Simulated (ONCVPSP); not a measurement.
**titanium (Ti), ONCV: configuration errors across variants**

| Item | Value |
| --- | --- |
| Element | Ti (Z = 22) |
| Generator | ONCVPSP 4.0.1 |
| Type | optimised norm-conserving Vanderbilt (ONCV) |
| Functional | PBE |
| Relativity | scalar-relativistic |
| Frozen core | [Ne] |
| Valence charge | 12 |
| Reference configuration | 3s2 3p6 3d2 4s2 |
| Partial waves | 3s+4s: rc 2.00 bohr, ncon 4, nbas 7, qcut 7.2 1/bohr, 2 projectors; 3p: rc 1.75 bohr, ncon 4, nbas 8, qcut 6.6 1/bohr, 3 projectors, debl 0.5 Ha; 3d: rc 2.15 bohr, ncon 3, nbas 8, qcut 8 1/bohr, 3 projectors, debl 3 Ha; f scattering state at 0.05 Ha: rc 1.90 bohr, ncon 3, nbas 7, qcut 6.4 1/bohr, 2 projectors, debl 3.9 Ha |
| Local potential | polynomial inside 1.50 bohr (lpopt 5, dvloc0 -1 Ha) |
| Core correction | none |

In the p channel the program set the typed energies aside and used -1.428, 0.250, 0.750 Ha.

All-electron excitation energies from the reference (eV): (1) 3s2 3p6 3d2 4s1 7.347; (2) 3s2 3p6 3d2 4s0 20.919; (3) 3s2 3p6 3d1 4s0 47.867; (4) 3s1 3p6 3d2 4s2 69.654.

1 further variants failed, have other tests or too few solved ones, and are left out.

A true bound ghost makes a file unfit for plane-wave use even where its test errors are small: the radial tests pick states by their node count and pass the ghost by.

Errors AE − PS in meV (a dash: test not solved or not reliable):

```csv
change,(1),(2),(3),(4),bound ghosts,GHOST(+) flags above zero
base,0.0,-1.5,+112,-430,none,none
"all radii scaled by about 0.78 (s 1.56, p 1.36, d 1.68, f 1.48 bohr); local potential polynomial inside 1.18 bohr (lpopt 5, dvloc0 -1 Ha)",-0.1,-1.0,+53,-175,none,p
"all radii scaled by about 0.94 (s 1.88, p 1.64, d 2.02, f 1.78 bohr); local potential polynomial inside 1.42 bohr (lpopt 5, dvloc0 -1 Ha)",0.0,-0.7,+94,-354,none,none
"all radii scaled by about 1.09 (s 2.18, p 1.92, d 2.34, f 2.08 bohr); local potential polynomial inside 1.64 bohr (lpopt 5, dvloc0 -1 Ha)",-0.2,-3.4,+137,-509,none,none
"all radii scaled by about 1.18 (s 2.36, p 2.06, d 2.54, f 2.24 bohr); local potential polynomial inside 1.78 bohr (lpopt 5, dvloc0 -1 Ha)",-0.4,-7.3,+173,-580,f,none
"all radii scaled by about 1.26 (s 2.52, p 2.20, d 2.70, f 2.38 bohr); local potential polynomial inside 1.88 bohr (lpopt 5, dvloc0 -1 Ha)",-0.9,-13,+210,-669,none,none
```

**Question.** Give the same row for: all radii scaled by about 0.86 (s 1.72, p 1.50, d 1.86, f 1.64 bohr); local potential polynomial inside 1.30 bohr (lpopt 5, dvloc0 -1 Ha).

**Answer.** 0.0, 0.0, +74, -260; bound ghosts: none; GHOST(+) flags above zero: none.
